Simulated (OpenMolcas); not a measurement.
A calculation on Ce2+.

```yaml
Program: OpenMolcas 26.06
Method: "SS-CASPT2, IPEA 0.25 Eh, imaginary shift 0.1 Eh (closed shells correlated: 5s 5p)"
Basis: ANO-RCC-VTZP [8s7p5d3f2g1h]
Scalar_Hamiltonian: DKH2, point nucleus
Active_space: 2 electrons in 7 orbitals (4f)
State_averaging: 2S+1 = 3 even, 21 roots; 2S+1 = 1 even, 28 roots
Spin-orbit_coupling: state interaction with AMFI integrals over the reference wave functions, term energies averaged over their components
```

Which level of the active space comes out lowest?

4f2 3H4, with 97 % of that term; it is also the measured ground level.

How high does 4f2 3P1 lie?

21250 cm-1 above the lowest level; measured 16524 cm-1 above the ground level, so the calculation is off by +29 %.

How high does 4f2 3F2 lie?

4400 cm-1 above the lowest level; measured 3763 cm-1 above the ground level, so the calculation is off by +17 %.

How high does 4f2 1I6 lie?

19480 cm-1 above the lowest level; measured 17421 cm-1 above the ground level, so the calculation is off by +12 %.

The level at 5550 cm-1 has J = 4. What is it made of, and what is its g factor?

50 % 4f2 3F4, 49 % 4f2 1G; g = 1.120, against 1.251 from Landé's formula for the pure leading term.

Measured values: Martin, Zalubas and Hagan, Atomic Energy Levels: The Rare-Earth Elements, NSRDS-NBS 60 (1978).

CASPT2 breaks the degeneracy within a term, and the mean is taken; among the terms shown or strongly mixed into the levels shown the widest spread is 910 cm-1 (4f2 1I). Over all roots computed the reference weight is 0.84 to 0.92; the roots of lowest weight are the least certain, and an intruder state may touch them. Some terms miss by over 15 % even with CASPT2, which points to a basis or an active space too small for the shells correlated. Computed and measured levels are paired by configuration, term and J; levels that our copy of the source lacks, or whose pairing is in doubt (as where it misses far off the trend of its configuration), stay unpaired and out of the deviations. Only configurations of the active space appear.
